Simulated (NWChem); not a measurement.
AlHF$_{2}$; SMILES [F][AlH][F]

```xyz
4

Al     0.0000     0.0000    -0.4149
H      0.0000     0.0000    -1.9775
F     -1.4143     0.0000     0.4439
F      1.4143     0.0000     0.4439
```
Atoms are numbered in this order, from 1.

Program: NWChem. Pople sets run with spherical d functions. Coordinates come from a PBE0/def2-SVP optimisation. GIAO values for the isolated, static molecule; σ is the absolute isotropic shielding, δ = σ(reference) − σ with the isolated reference molecule computed at the same levels (19F: trichlorofluoromethane, 1H: tetramethylsilane).

For level B3LYP/6-311G**:

```yaml
"σ Al1 (ppm)": 461.1
"δ H2 (ppm)": 4.46
"δ F3 (ppm)": -153.8
```

Q: How do the values read with level BHandHLYP/pcSseg-1 instead?

A: The σ Al1 (ppm) is 476.1 and the δ H2 (ppm) is 4.22. The δ F3 (ppm) is -140.1.
